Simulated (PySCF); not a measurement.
# AlAs at UHF-CCSD

Computed with UHF-CCSD; PySCF, no relativity, basis sets Al def2-TZVPPD, As def2-TZVPPD.

- state: ³Σ⁻ (triplet), unpaired electrons π ↑↑
- bond length: 2.523 Å
- harmonic wavenumber: 306 cm⁻¹
- force constant: 1.09 mdyn/Å
- rotational constant Be: 0.1335 cm⁻¹
- anharmonicity ωexe: 1.13 cm⁻¹
- vibration–rotation constant αe: 0.000722 cm⁻¹
- well depth De to Al + As: 1.86 eV
- dissociation energy D0: 1.84 eV

Correlated steps freeze 14 core orbitals. Spin–orbit coupling is left out. The state was picked by a PBE0 search and need not be the measured ground state.
